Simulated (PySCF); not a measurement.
C₃H₆BFO₂, SMILES C1CC1(F)B(O)O.

The structure is a stationary point at B3LYP-D3(BJ)/def2-SVP. This is a generated structure with no PubChem entry under its InChIKey; it may be hypothetical. One conformer was computed; it need not be the lowest.

Calculation: PBE/def2-TZVP (PySCF).

Symmetry labels are those of the subgroup Cs that the program uses (full group Cs).

Computed valence orbital energies around the gap with their symmetry:
```
orbital  symmetry  energy (eV)
-------  --------  -----------
HOMO−7         A"        -9.50
HOMO−6         A'        -9.37
HOMO−5         A'        -8.97
HOMO−4         A'        -8.85
HOMO−3         A"        -8.84
HOMO−2         A"        -7.72
HOMO−1         A'        -6.89
HOMO           A"        -6.71
LUMO           A'         0.02
LUMO+1         A"         0.07
LUMO+2         A'         0.51
LUMO+3         A'         1.17
```
